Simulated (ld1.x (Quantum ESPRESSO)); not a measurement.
rubidium, TM: configuration errors across variants

ld1.x (Quantum ESPRESSO) 7.5 input, shortened:

```
&input
   title='Rb', zed=37., rel=0, dft='PBE', iswitch=3,
   config='[Kr] 4d-2 5s1 5p0'
 /
 &inputp
   pseudotype=2, tm=.true., lloc=1,
   nlcc=.false.
 /
3
5S  1  0   1.00   0.00  3.90  3.90  0.0
4D  3  2  -2.00   0.05  3.60  3.60  0.0
4P  2  1   6.00   0.00  2.40  2.40  0.0
 &test
   configts(1)='4p6 5s1 5p0'
 /
```

All-electron excitation energies from the reference (eV): (1) 4p6 5s0 5p0 4.085; (2) 4p6 5s0.5 5p0 1.554; (3) 4p6 5s0 5p1 1.452.

Tests that are not counted but printed errors over 1 eV. “base”: 4p5 5s1 5p0 (solver errors, printed error -2.5 eV). “wave 4d channel at 0.05 Ry: rc 3.60 bohr becomes 4d channel at 0.05 Ry: rc 2.40 bohr”: 4p5 5s1 5p0 (solver errors, printed error -2.5 eV). “wave 4d channel at 0.05 Ry: rc 3.60 bohr becomes 4d channel at 0.74 Ry: rc 3.60 bohr”: 4p5 5s1 5p0 (solver errors, printed error -2.5 eV).

2 further variants failed, have other tests or another functional or relativity, and are left out.

A true bound ghost makes a file unfit for plane-wave use even where its test errors are small: the radial tests pick states by their node count and pass the ghost by. Where a test does run into it, the solver fails or the error is huge.

Errors AE − PS in meV (a dash: test not solved or not reliable):

| change | (1) | (2) | (3) | bound ghosts |
| --- | --- | --- | --- | --- |
| base | +10 | +1.7 | +14 | s |
| wave 4d channel at 0.05 Ry: rc 3.60 bohr becomes 4d channel at 0.05 Ry: rc 2.40 bohr | +10 | +1.7 | +14 | s |
| wave 4p (bound): rc 2.40 bohr becomes 4p (bound): rc 1.80 bohr | +10 | +1.4 | +6.3 | s |
| wave 4d channel at 0.05 Ry: rc 3.60 bohr becomes 4d channel at 0.74 Ry: rc 3.60 bohr | +10 | +1.7 | +14 | s, d |

(1) Give the same row for: all radii scaled by about 0.93 (s 3.62, p 2.22, d 3.34 bohr).

Answers

(1) +10, +1.6, +11; bound ghosts: s.
